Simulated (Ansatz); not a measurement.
C2H4AlN, SMILES `[CH3][AlH][C]#N`, 8 atoms. Charge 0, multiplicity 1. Hardware: A = 2 threads of an AMD EPYC 7R13 on a shared host; B = 2 threads of an AMD EPYC 7R13 on a shared host and a share of an NVIDIA H100 80 GB. Correlated methods freeze the cores. Open-shell runs search over several starts.

Q: How many basis functions does each run have, and how long does it take in Ansatz? RKS PBE0-D4/def2-SVP energy [A]; UKS B3LYP-D4/def2-TZVPP energy of the cation [A]; RKS PBE0-D4/def2-TZVP relaxation (5 steps) [A]; UKS PBE-D4/def2-TZVPP energy of the cation [A]; UKS ωB97X-V/def2-TZVPP energy of the cation [A]; RKS PBE0-D4/def2-TZVP frequencies [A]; RKS PBE0-D4/def2-QZVPP energy [B]; RHF-CCSD(T)/def2-SVP energy [A]; RHF-CCSD(T)/def2-QZVPP energy [B]; RHF-CCSD(T)/cc-pV(T+d)Z energy [B]; UKS PBE0-D4/def2-TZVPP energy of the cation [A]; RKS r2SCANh-D4/def2-TZVPP energy [A]. (Best estimate.)

A: Ansatz gave: Other jobs shared the machine, so times are rough.

| level | job | functions | wall time | peak host memory (GiB) |
| --- | --- | --- | --- | --- |
| RKS PBE0-D4/def2-SVP | energy [A] | 80 | 0.81 s | 0.37 |
| RHF-CCSD(T)/def2-SVP | energy [A] | 80 | 1.9 s | 0.37 |
| RHF-CCSD(T)/cc-pV(T+d)Z | energy [B] | 185 | 2.7 s | 0.81 |
| RKS PBE0-D4/def2-QZVPP | energy [B] | 361 | 2.8 s | 0.89 |
| RKS r2SCANh-D4/def2-TZVPP | energy [A] | 191 | 4 s | 0.44 |
| UKS PBE0-D4/def2-TZVPP | energy of the cation [A] | 191 | 6.5 s | 0.49 |
| UKS B3LYP-D4/def2-TZVPP | energy of the cation [A] | 191 | 6.5 s | 0.49 |
| RHF-CCSD(T)/def2-QZVPP | energy [B] | 361 | 7 s | 0.88 |
| UKS PBE-D4/def2-TZVPP | energy of the cation [A] | 191 | 8 s | 0.37 |
| UKS ωB97X-V/def2-TZVPP | energy of the cation [A] | 191 | 15 s | 0.65 |
| RKS PBE0-D4/def2-TZVP | relaxation (5 steps) [A] | 154 | 17 s | 0.34 |
| RKS PBE0-D4/def2-TZVP | frequencies [A] | 154 | 62 s | 0.37 |

B3LYP here is the variant with VWN-RPA as its local correlation; programs differ in this.
